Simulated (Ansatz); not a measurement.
Reaction (formal exchange of groups at a C–Te bond): `O=CC(F)[TeH]` + `[SiH3]Cl` → `O=CC(F)[SiH2]Cl` + H₂Te

Program: Ansatz. Geometries: PBE0-D4/def2-TZVP. ΔE: electronic, gas phase. CCSD(T)/CBS is the MP2 limit (def2-TZVPP, def2-QZVPP) plus CCSD(T) − MP2 in def2-TZVPP, frozen cores. This one scheme is used for every species. Functionals use def2-TZVPP. Elements past krypton have def2 core potentials. For Te outer-core shells are correlated without core-valence functions, which leaves a few kJ/mol of doubt a bond. One conformer a species, not always the lowest.

| species | PBE0-D4 energy (Eh) |
| --- | --- |
| `O=CC(F)[TeH]` | -520.92805 |
| `[SiH3]Cl` | -751.28149 |
| `O=CC(F)[SiH2]Cl` | -1002.99858 |
| H₂Te | -269.21982 |

Problem. Work out ΔE.

Solution. ΔE = (-1002.99858) + (-269.21982) − (-520.92805) − (-751.28149) = -0.00886 Eh = -0.24 eV. CCSD(T)/CBS gives -0.20 eV.

Largest T1 diagnostic among the species: 0.014.

In def2-TZVPP, CCSD(T) changes the Hartree–Fock value by +0.12 eV (the triples alone add +0.04 eV) and MP2 by +0.18 eV. From BLYP to BHLYP (50 % exact exchange), in def2-TZVPP and without D4, ΔE moves by −0.13 eV.
